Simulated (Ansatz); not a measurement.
Two spin states of KAl, each at its own minimum; 2S+1 = 1, 3 were tried, and our sources give no spin for the ground state. No spin–orbit coupling. K is treated without relativity.

| level | energy of the multiplicity-3 state above the multiplicity-1 state (kcal/mol) |
|---|---|
| PBE/def2-TZVPP | -1.28 |
| PBE0/def2-TZVPP | -3.22 |
| wB97X-V/def2-TZVPP | -0.56 |
| CCSD/def2-TZVPP | 0.00 |
| CCSD(T)/def2-TZVPP | 0.94 |

The rows run from -3.22 (PBE0/def2-TZVPP) to 0.94 kcal/mol (CCSD(T)/def2-TZVPP). The 3 functionals in def2-TZVPP without D3 or D4 span 2.66, from PBE0 to wB97X-V.

Each state is the lowest solution found for its spin in def2 and cc sets. The singlet is a restricted closed-shell determinant, which can mix singlet states where a π or δ shell is part-filled.

Correlated levels freeze the inner cores; with def2 sets outer-core shells near the valence are correlated too.

Doubts at one or more of the structures used: a restricted determinant that unrestricted orbitals would lower (CCSD/def2-TZVPP, CCSD(T)/def2-TZVPP).

The values were computed with Ansatz (Gaussian orbitals). Values without a source in brackets are computed.

Ansatz is an electronic-structure program.
